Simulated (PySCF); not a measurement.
C₆H₅O₂ (charge -1).
Cartesian coordinates in Å at the PBE0-D3(BJ)/def2-SVP level; atoms count from 1:
```xyz
13
C6H5O2 angstrom
O     -1.6373   -1.9503    1.1799
C     -1.0087   -1.0141    0.6373
C     -1.6227    0.2366    0.2261
C     -0.9009    1.2585   -0.3664
C      0.4780    1.1643   -0.6160
C      1.1110   -0.0265   -0.2355
O      2.4621   -0.1371   -0.4698
C      0.4119   -1.0674    0.3590
H     -2.6974    0.3376    0.4100
H     -1.4228    2.1805   -0.6543
H      1.0516    1.9677   -1.0822
H      2.7087   -1.0113   -0.1511
H      0.9362   -1.9887    0.6479
```

Computed with PySCF at PBE0/pcSseg-1, non-relativistic, on one gas-phase PBE0-D3(BJ)/def2-SVP geometry that isn't relaxed in the solvent. The solvent is an IEF-PCM continuum (Bondi radii, 1.10 Å for H, scaled by 1.2). Only the electrostatic response of the medium enters.

```csv
run,E − E(gas) (kcal/mol),HOMO (eV),HOMO–LUMO gap (eV)
gas,0.00,-0.35,5.31
P,-54.27,-4.35,5.49
Q,-29.37,-2.58,5.39
```

**Question.** The runs were made in cyclohexane and dichloromethane. Which run belongs to which solvent?

**Answer.** P = dichloromethane, Q = cyclohexane. The dielectric constants are 2.017 (cyclohexane), 8.93 (dichloromethane), and the energy falls further as ε rises. In this model the ground state sees the solvent through ε alone.

**Question.** How constant is the ratio of the lowering to 1 − 1/ε?

**Answer.** 
| solvent | 1 − 1/ε | E − E(gas) (kcal/mol) | ratio (kcal/mol) | polarisation term (kcal/mol) |
| --- | --- | --- | --- | --- |
| cyclohexane | 0.504 | -29.37 | -58.3 | -29.85 |
| dichloromethane | 0.888 | -54.27 | -61.1 | -56.55 |

The ratio changes by +4.9 % in size from cyclohexane to dichloromethane. The polarisation term is half the interaction of the solute with the induced surface charges.
